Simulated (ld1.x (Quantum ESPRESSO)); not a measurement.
An all-electron radial function and its pseudo partner (Al)

Columns: radius, all-electron u(r) and pseudo u(r) of the 3s shell (level -14.77 eV) of aluminium in the configuration [Ne] 3s2 3p0; PBEsol, scalar-relativistic, ultrasoft scheme, ld1.x (Quantum ESPRESSO) 7.5.

```tsv
r (bohr)	all-electron	pseudo
0.128	0.0751	0.0883
0.255	-0.1912	0.1743
0.382	-0.3130	0.2575
0.510	-0.2897	0.3369
0.638	-0.1818	0.4107
0.765	-0.0392	0.4775
0.893	0.1106	0.5373
1.020	0.2495	0.5888
1.148	0.3717	0.6325
1.275	0.4725	0.6674
1.402	0.5530	0.6941
1.530	0.6151	0.7130
1.658	0.6596	0.7243
1.785	0.6883	0.7286
1.912	0.7035	0.7265
2.040	0.7070	0.7185
2.168	0.7006	0.7054
2.295	0.6863	0.6877
2.422	0.6658	0.6659
2.550	0.6401	0.6401
2.678	0.6108	0.6108
2.805	0.5792	0.5792
2.932	0.5461	0.5461
3.060	0.5120	0.5120
3.188	0.4778	0.4778
3.315	0.4443	0.4443
```

(1) How many radial nodes do the two functions have?

(2) At about which radius was the pseudo-wave matched?

(3) Where does each function peak?

(4) Is the pseudo-wave norm-conserving?

## Answers

(1) The all-electron 3s function has n − l − 1 = 2; the pseudo-wave has 0, since the states of the same l below it are removed with the core.

(2) 2.55 bohr. The columns agree to 0.0005 from 2.42 bohr on; several derivatives are matched, so the curves merge somewhat inside the radius.

(3) Outermost all-electron maximum near 2.04 bohr, pseudo maximum near 1.78 bohr (to the table’s step).

(4) No, it belongs to an ultrasoft set: the norm inside the radius is not constrained, and the difference is carried by the augmentation charge.
